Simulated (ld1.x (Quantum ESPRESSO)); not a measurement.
## Before and after: PAW potential for selenium

| Property | Result |
| --- | --- |
| Element | selenium (Se) |
| Generator | ld1.x (Quantum ESPRESSO) 7.5 |
| Type | PAW |
| Functional | LDA (PZ) |
| Relativity | scalar-relativistic |
| Frozen core | [Ar] 3d10 |
| Valence charge | 6 |
| Reference configuration | 4s2 4p4 |
| Partial waves | 4s (bound): rcut 1.30, rcutus 1.70 bohr; 4s channel at -0.8 Ry: rcut 1.30, rcutus 1.70 bohr; 4p (bound): rcut 1.45, rcutus 1.90 bohr; 4p channel at 3.15 Ry: rcut 1.45, rcutus 1.90 bohr; 4d channel at -0.1 Ry: rcut 2.05, rcutus 2.30 bohr; 4d channel at 1.45 Ry: rcut 2.05, rcutus 2.30 bohr |
| Local potential | all-electron potential smoothed inside 2.30 bohr (lloc = -1) |
| Core correction | a·sin(br)/r model core inside 1.00 bohr |
| Augmentation charge | PSQ, inside the norm-conserving radii |

Change: reference 4s1 4p5.

Cutoffs: the cutoffs (Ry, on a coarse ladder) from which the occupation-weighted sum of valence levels, in a spherical-Bessel basis at the reference potential, stays within 10 and 1 mRy of its value at 400 Ry; they do not see the model core or the augmentation charge, which bear on the density cutoff. Errors are all-electron minus pseudo energies relative to the spin-unpolarised reference configuration.

**Question.** What does the change do?

**Answer.** The potential gets softer (15 Ry and 25 Ry → 15 Ry and 21 Ry); neither file shows a bound ghost.

```csv
quantity,base,changed
"cutoff, loose",15 Ry,15 Ry
"cutoff, tight",25 Ry,21 Ry
bound ghosts,none,none
"largest error over its own tests, meV",-107,-69
s: phases at 2.50 bohr within 0.05 rad from the reference energy up to (Ry; the scan ends near 5),to the end of the scan,to the end of the scan
p: phases at 2.50 bohr within 0.05 rad from the reference energy up to (Ry; the scan ends near 5),to the end of the scan,to the end of the scan
d: phases at 2.50 bohr within 0.05 rad from the reference energy up to (Ry; the scan ends near 5),4.8,4.9
lowest overlap eigenvalue by channel,"s 0.33, p 0.62, d 0.99","s 0.33, p 0.62, d 0.98"
```
